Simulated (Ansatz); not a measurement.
The input (input.yaml):

```yaml
crystal:
  periodic: [false, false, false]
  atoms:
    - { symbol: P, position_ang: [-0.800507, 0.252959, -1.379134] }
    - { symbol: O, position_ang: [-0.365911, 0.185673, 0.247206] }
    - { symbol: Sb, position_ang: [1.63398, 0.312853, 0.644266] }
    - { symbol: H, position_ang: [-1.654698, -0.912489, -1.421484] }
    - { symbol: H, position_ang: [-1.936005, 1.136681, -1.255943] }
    - { symbol: H, position_ang: [1.307684, 0.368324, 2.350197] }
    - { symbol: H, position_ang: [1.876657, -1.412002, 0.769193] }
basis:
  gaussian: { orbitals: def2-mTZVP }
hamiltonian:
  xc: pbe
neb:
  order_check: false
  images: 7
  f_tol: 0.05
  max_iterations: 60
  final_atoms:
    - { symbol: P, position_ang: [-0.33309011, 0.35549857, -1.14674257] }
    - { symbol: O, position_ang: [-1.5164195, -0.47854416, -0.2551515] }
    - { symbol: Sb, position_ang: [1.69008773, 0.5600515, 0.4796068] }
    - { symbol: H, position_ang: [-1.5720351, -1.3856789, -0.61111047] }
    - { symbol: H, position_ang: [-0.80708135, 1.6615377, -0.77292981] }
    - { symbol: H, position_ang: [0.67082654, 0.37418027, 1.86846288] }
    - { symbol: H, position_ang: [1.92891179, -1.15504599, 0.39216567] }
  initial_path:
    images:
      - { positions_ang: [[-0.800507, 0.252959, -1.379134], [-0.365911, 0.185673, 0.247206], [1.63398, 0.312853, 0.644266], [-1.654698, -0.912489, -1.421484], [-1.936005, 1.136681, -1.255943], [1.307684, 0.368324, 2.350197], [1.876657, -1.412002, 0.769193]] }
      - { positions_ang: [[-0.78104441, 0.1517484, -1.40067612], [-0.43259235, 0.09621736, 0.24800444], [1.52827794, 0.36024507, 0.63735236], [-1.62550881, -0.81607458, -1.20776772], [-1.77907374, 1.16132742, -1.31723882], [1.25306072, 0.30641411, 2.3474943], [1.89808064, -1.32787879, 0.64713256]] }
      - { positions_ang: [[-0.76158181, 0.0505378, -1.42221824], [-0.49927369, 0.00676173, 0.24880288], [1.42257588, 0.40763715, 0.63043872], [-1.59631961, -0.71966015, -0.99405143], [-1.62214248, 1.18597384, -1.37853464], [1.19843744, 0.24450421, 2.3447916], [1.91950428, -1.24375558, 0.52507212]] }
      - { positions_ang: [[-0.74211922, -0.0506728, -1.44376036], [-0.56595504, -0.08269391, 0.24960132], [1.31687381, 0.45502922, 0.62352508], [-1.56713042, -0.62324573, -0.78033515], [-1.46521121, 1.21062026, -1.43983046], [1.14381416, 0.18259432, 2.3420889], [1.94092792, -1.15963237, 0.40301167]] }
      - { positions_ang: [[-0.72265663, -0.1518834, -1.46530249], [-0.63263639, -0.17214954, 0.25039976], [1.21117175, 0.50242129, 0.61661144], [-1.53794123, -0.5268313, -0.56661887], [-1.30827995, 1.23526668, -1.50112627], [1.08919088, 0.12068443, 2.3393862], [1.96235156, -1.07550916, 0.28095123]] }
      - { positions_ang: [[-0.625265, -0.02503791, -1.38566251], [-0.85358216, -0.2487482, 0.12401195], [1.33090075, 0.51682885, 0.58236028], [-1.5464647, -0.7415432, -0.57774177], [-1.1829803, 1.34183444, -1.31907716], [0.98459979, 0.18405839, 2.22165537], [1.95399162, -1.09539336, 0.30875484]] }
      - { positions_ang: [[-0.52787337, 0.10180758, -1.30602253], [-1.07452794, -0.32534685, -0.00237587], [1.45062974, 0.5312364, 0.54810912], [-1.55498816, -0.9562551, -0.58886467], [-1.05768065, 1.44840219, -1.13702804], [0.88000871, 0.24743235, 2.10392454], [1.94563167, -1.11527757, 0.33655845]] }
      - { positions_ang: [[-0.43048174, 0.22865308, -1.22638255], [-1.29547372, -0.4019455, -0.12876368], [1.57035874, 0.54564395, 0.51385796], [-1.56351163, -1.170967, -0.59998757], [-0.932381, 1.55496995, -0.95497893], [0.77541762, 0.31080631, 1.98619371], [1.93727173, -1.13516178, 0.36436206]] }
      - { positions_ang: [[-0.33309011, 0.35549857, -1.14674257], [-1.5164195, -0.47854416, -0.2551515], [1.69008773, 0.5600515, 0.4796068], [-1.5720351, -1.3856789, -0.61111047], [-0.80708135, 1.6615377, -0.77292981], [0.67082654, 0.37418027, 1.86846288], [1.92891179, -1.15504599, 0.39216567]] }
```

Run as:

```bash
$ ansatz run input.yaml --threads 2 --pin off --max-ram 3072MiB --backend cpu --events-out ev --progress --plain --runs-dir out
```

Hardware: 2 threads of AMD EPYC 7R13 Processor (Zen 3) (shared host).

Q: Roughly how long does this run take, and how much memory?

A: 9 min, with a peak of 0.19 GiB, for 54 band iterations.
